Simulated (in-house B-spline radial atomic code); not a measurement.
A fraction x of an electron is moved 4d → 5d in the neodymium ion Nd²⁺, starting from [Xe] 4f4 and keeping the highest spin. All numbers are computed (scalar-relativistic (X2C) r2SCAN0, spin-polarised, spherical fractional occupations; Fermi nucleus of rms radius 4.9123 fm) with a B-spline radial code for spherical atoms, not measured.

Caution: exact exchange at fractional occupations of open shells leaves self-interaction of up to several eV.

```
    x  E(x) - E(0) (eV)  4d down level (eV)  5d up level (eV)
    0            0.0000            -133.083                 -
0.125           15.1037            -133.800           -12.764
 0.25                 ?                   ?                 ?
0.375           45.4709            -135.278           -13.366
  0.5           60.7384            -136.035           -13.664
0.625           76.0640            -136.802           -13.962
 0.75           91.4488            -137.578           -14.259
0.875                 ?                   ?                 ?
    1          122.4000            -139.147           -14.852
```

**Question.** What belongs in the row x = 0.25?

**Answer.** An energy change of 30.2599 eV; 4d down at -134.532 eV, 5d up at -13.066 eV.

**Question.** What belongs in the row x = 0.875?

**Answer.** An energy change of 106.8939 eV; 4d down at -138.360 eV, 5d up at -14.556 eV.

**Question.** Check Janak's theorem between x = 0.375 and 0.5.

**Answer.** The slope of the energy is 122.14 eV; the orbital levels give 122.14 eV (ε of the receiving orbital less ε of the emptying one, averaged over the two points).
